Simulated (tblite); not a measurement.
Compound: C₄HClN₄.
Bonds: N1–C2 (triple), C2–C3, C3–C4 (aromatic), C4–C5 (aromatic), C5–Cl6, C5–N7 (aromatic), N7–N8 (aromatic), N8–N9 (aromatic), C3–N9 (aromatic). Hydrogens: H10 on C4.

Structure optimised with GFN2-xTB, isolated species.

List the bond lengths and angles at this level.

```
  bond  length (Å)
 N1≡C2       1.144
 C2–C3       1.423
 C3–C4       1.394
 C4–C5       1.395
C5–Cl6       1.706
 C5–N7       1.327
 N7–N8       1.290
 N8–N9       1.277
 C3–N9       1.341
C4–H10       1.078
```

A selection of angles:
```
    angle  degrees
 N1–C2–C3    178.6
 C2–C3–C4    121.1
 C2–C3–N9    117.9
 C4–C3–N9    121.1
 C3–C4–C5    114.0
C4–C5–Cl6    121.2
 C4–C5–N7    121.4
Cl6–C5–N7    117.4
 C5–N7–N8    120.2
 N7–N8–N9    123.1
 C3–N9–N8    120.2
```

The 3 C–C bonds span 1.394 Å (C3–C4, aromatic) to 1.423 Å (C2–C3, drawn single), a spread of 0.029 Å. The C–N distances run from 1.144 Å (N1≡C2, drawn triple) to 1.341 Å (C3–N9, aromatic), a spread of 0.197 Å. The 9 heavy atoms lie in one plane (0.001 Å rms). N7 (pyridine-type nitrogen) is bent (angle 120.2°). The 6-membered ring C3–C4–C5–N7–N8–N9 has internal angles of 114.0° to 123.1° (sum 720°, against 720° for a flat polygon); it is planar, 0.00 Å rms from its mean plane, widest ring torsion 0°.

Point group: Cs (tolerance 0.08 Å). Its GFN2-xTB frequencies are all real (lowest 95 cm⁻¹).

All values are computed, not measured.
